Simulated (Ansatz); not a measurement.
Ansatz (a first-principles code) input (B3LYP/3-21G): The .json file is the Basis Set Exchange's 3-21G.

Ansatz 0.2 input:
```yaml
crystal:
  periodic: [false, false, false]
  atoms:
    - {symbol: C, position_ang: [2.37515900, -0.41602000, 0.29645000]}
    - {symbol: C, position_ang: [1.37149500, 0.45719000, 0.20096200]}
    - {symbol: N, position_ang: [0.01516000, 0.15895400, -0.00270500]}
    - {symbol: Si, position_ang: [-0.49241600, -1.50456400, -0.18287300]}
    - {symbol: Si, position_ang: [-1.17216700, 1.44103100, -0.03664800]}
    - {symbol: H, position_ang: [2.23901200, -1.48797400, 0.23089200]}
    - {symbol: H, position_ang: [3.38298400, -0.05924200, 0.44642200]}
    - {symbol: H, position_ang: [1.58754100, 1.51775400, 0.27982700]}
    - {symbol: H, position_ang: [-1.95979000, -1.44914700, -0.36597100]}
    - {symbol: H, position_ang: [-0.16546700, -2.30255000, 1.02030300]}
    - {symbol: H, position_ang: [0.14598500, -2.13384500, -1.36062500]}
    - {symbol: H, position_ang: [-0.43419300, 2.72238700, 0.01080100]}
    - {symbol: H, position_ang: [-1.98231000, 1.36531600, -1.27328700]}
    - {symbol: H, position_ang: [-2.09564500, 1.35706900, 1.11939000]}
basis:
  gaussian:
    orbitals: 3-21G.json
hamiltonian:
  xc: {name: B3LYP}
total_charge: 1
magnetization: {spin_polarized: true, initial_magnetization: 1}
```

Output:

```
Functional definition: B3LYP
integrals: 0.03 GiB planned
862 factors; integrals over basis functions are off by at most 9.7e-4 eV
mean field: 0.45 GiB planned
mean field evaluation 1: about -19344.6440 eV, gradient 4.6e1 eV
mean field evaluation 2: about -19330.9432 eV, gradient 6.9e1 eV
mean field evaluation 4: about -19354.4720 eV, gradient 9.3e0 eV
mean field evaluation 8: about -19355.0073 eV, gradient 2.2e-1 eV
mean field evaluation 16: about -19355.0078 eV, gradient 1.2e-4 eV
mean field -19355.00776709 eV, -711.2834161449 hartree, gradient 3.6e-5 eV, S^2 0.765407; 0 other end points of the search recorded, 0 dependent functions left out
reference -19355.00803428 eV, -711.2834259640 hartree; 28, 27 occupied and 43, 44 virtual orbitals, 862 factors
Total energy: -19355.00803428 eV, -711.2834259640 hartree
```

The dipole moment of an ion depends on the origin.

The geometry given is a B3LYP-D3(BJ)/def2-TZVP minimum of the species of charge 0 and multiplicity 1, not of this state.
